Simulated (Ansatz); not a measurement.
Calculated with Ansatz (gas phase, PBE0-D4/def2-TZVP geometries, no zero-point term in ΔE). CCSD(T)/CBS adds triple-zeta CCSD(T) − MP2 to the extrapolated MP2 energy (def2 sets, frozen cores). This one scheme is used for every species. Functionals use def2-TZVPP. B3LYP here is the variant with VWN-RPA as its local correlation; programs differ in this.

`[AlH2][C]1=C[SiH2]C1` + H₂ → `C1=C[SiH2]C1` + `[AlH3]`  (hydrogenolysis of a C–Al bond)

(1) Is it downhill or uphill in electronic energy at CCSD(T)/CBS, and by how much? (An estimate is asked.)

(2) What do these levels give: B3LYP-D4, ωB97X-V, PBE, r2SCAN, PBE0, MP2/def2-QZVPP? (Estimate.)

Largest T1 diagnostic among the species: 0.012.

Results:

(1) Ansatz gave: Downhill: ΔE = -0.09 eV.

(2) The calculation gave: B3LYP-D4 -0.10, ωB97X-V -0.16, PBE -0.12, r2SCAN -0.09, PBE0 -0.18, MP2/def2-QZVPP -0.03 eV.

The D4 term adds +0.11 eV with B3LYP and +0.06 eV with PBE0; it sums over pairs of atoms, weighted by their polarisabilities, and B3LYP, whose exchange is more repulsive, gets the larger term. From PBE to PBE0 (25 % exact exchange), in def2-TZVPP and without D4, ΔE moves by −0.06 eV. In def2-TZVPP, CCSD(T) changes the Hartree–Fock value by +0.27 eV (the triples alone add +0.06 eV) and MP2 by +0.35 eV.
